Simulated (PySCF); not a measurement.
This script is equivalent to a calculation on B⁺ (boron, charge +1).

```python
from pyscf import gto, scf, dft, mp, cc
import basis_set_exchange as bse
mol = gto.M(atom="B 0 0 0", charge=1, spin=0, symmetry="D2h",
            basis=gto.basis.parse(bse.get_basis("6-31G*", elements=["B"], fmt="nwchem", header=False)))
mf = scf.UHF(mol)
mf.irrep_nelec = {'Ag': (2, 2)}
mf.kernel()
```

(1) What total energy does it give?

(2) Which occupied shell lies highest, and where?

Answers

(1) -24.23404 hartree (calculated).

(2) 2s, at -23.766 eV.
